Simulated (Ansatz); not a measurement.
Coupled-cluster diagnostics for BMe2(CCH) (C4H7B), Ansatz.

Geometry of the singlet (PBE0-D4/def2-SVP):

```tsv
atom	x (Å)	y (Å)	z (Å)
B1	0.044	0.031	-0.044
C2	1.329	0.729	0.526
H3	1.014	1.757	0.794
H4	2.136	0.835	-0.215
H5	1.718	0.276	1.449
C6	-0.279	0.029	-1.580
H7	0.161	-0.910	-1.973
H8	0.203	0.851	-2.130
H9	-1.351	-0.011	-1.817
C10	-0.921	-0.665	0.924
C11	-1.688	-1.217	1.694
H12	-2.365	-1.705	2.372
```

Correlated methods freeze 5 core orbitals.

(1) Estimate the CCSD(T) correlation energy, the shares of MP2 and (T), T1 and the reference's ⟨S²⟩ for: charge 0, singlet, own geometry in def2-TZVPP; and the rough time on 4 threads of Arm Neoverse V1 on a shared host.

Answers

(1) 
```json
{"state": "charge 0, singlet, own geometry", "basis": "def2-TZVPP", "correlation (eV)": "-22.558", "MP2 share (%)": "90.6", "(T) share (%)": "4.4", "T1": "0.012", "⟨S²⟩ (pure)": "0.00 (0.00)", "wall time": "7 min"}
```
Customary marks for T1 are 0.02 (closed shells), 0.045 (open shells) and about 0.05 (3d metals). T1 stays under 0.02 throughout.
